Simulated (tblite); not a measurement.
C₆H₁₂F₃P.
Numbering: `[CH3:1][CH2:2][P:3]([CH:4]([CH3:5])[CH3:6])[C:7]([F:8])([F:9])[F:10]` (hydrogens: H11, H12, H13 on C1; H14, H15 on C2; H16 on C4; H17, H18, H19 on C5; H20, H21, H22 on C6)

Structure used (GFN2-xTB), in Å, numbered top down from 1:
```
atom  x, y, z in Å
C1     2.7478   -0.6476   -1.0615
C2     1.5505   -0.6973   -0.1168
P3     0.1127    0.2950   -0.7686
C4    -1.1965   -0.2186    0.4778
C5    -2.3321    0.8023    0.5165
C6    -1.7417   -1.5840    0.0630
C7     0.6226    1.9121    0.0860
F8     1.8540    2.2874   -0.2950
F9     0.6522    1.8430    1.4304
F10   -0.1939    2.9289   -0.2254
H11    2.4625   -0.9919   -2.0535
H12    3.1373    0.3632   -1.1506
H13    3.5433   -1.2899   -0.6892
H14    1.2053   -1.7302   -0.0263
H15    1.8257   -0.3409    0.8804
H16   -0.7290   -0.2947    1.4679
H17   -2.7301    0.9677   -0.4836
H18   -3.1379    0.4314    1.1479
H19   -2.0053    1.7578    0.9186
H20   -2.4987   -1.9124    0.7725
H21   -0.9591   -2.3392    0.0311
H22   -2.2000   -1.5228   -0.9225
```

Method: GFN2-xTB as coded in tblite; computed harmonic values from a numerical Hessian at the method's own geometry, unscaled. The method is semi-empirical: single wavenumbers can be off by several per cent or more. One conformer, not necessarily the lowest.

Harmonic wavenumbers (cm⁻¹): 52.7, 54.6, 87.4, 125.9, 152.9, 156.9, 191.0, 207.4, 220.6, 235.4, 270.4, 295.4, 305.0, 353.2, 406.9, 435.5, 471.6, 484.5, 661.7, 671.2, 692.3, 764.9, 929.4, 940.5, 983.0, 998.9, 1015.0, 1029.5, 1048.6, 1051.4, 1073.9, 1084.7, 1127.2, 1164.7, 1220.6, 1237.2, 1256.8, 1282.6, 1411.1, 1415.2, 1424.4, 1436.4, 1484.3, 1493.7, 1494.0, 1495.7, 1496.6, 1507.4, 2892.6, 2938.6, 2958.1, 3017.7, 3020.8, 3022.9, 3026.4, 3029.2, 3032.9, 3033.9, 3051.1, 3052.9.

A = 1276, B = 1045, C = 679.1 MHz; mass 172.063 u (most abundant isotopes); point group C1, symmetry number 1.

Task: Zero-point energy?

Result: Half the sum of the wavenumbers: 37739 cm⁻¹ = 451.45 kJ/mol.

Task: Give the ideal-gas entropy at 350 K and 1 bar in the rigid-rotor, harmonic-oscillator model (classical rotation).

Result: Translation 176.39, rotation 128.58, vibration 198.97: S = 503.9 J/(mol K).

Task: And Cp and H(350 K) − H(0)?

Result: Cp = 224.45 J/(mol K), of which vibrations give 191.19 (their classical limit is 60 R = 498.9); H(350 K) − H(0) = 47.76 kJ/mol without the zero-point energy, 36.12 from vibrations.

Task: What must be added to the electronic energy to get the Gibbs energy at 350 K and 1 bar?

Result: ZPE + [H(350 K) − H(0)] − T·S = 451.45 + 47.76 − 176.38 = 322.83 kJ/mol.

Task: Which modes carry the vibrational entropy at 350 K?

Result: 52.7 cm⁻¹: 21.05; 54.6 cm⁻¹: 20.75; 87.4 cm⁻¹: 16.87; 125.9 cm⁻¹: 13.88; 152.9 cm⁻¹: 12.31; 156.9 cm⁻¹: 12.10 J/(mol K); the other 54 give 102.00 together.

Hindered rotation and anharmonicity are outside this model. Other conformers, if any are populated, would add a mixing term that is left out. The structure is chiral; the term R ln 2 for an equal mix with its mirror image is left out.
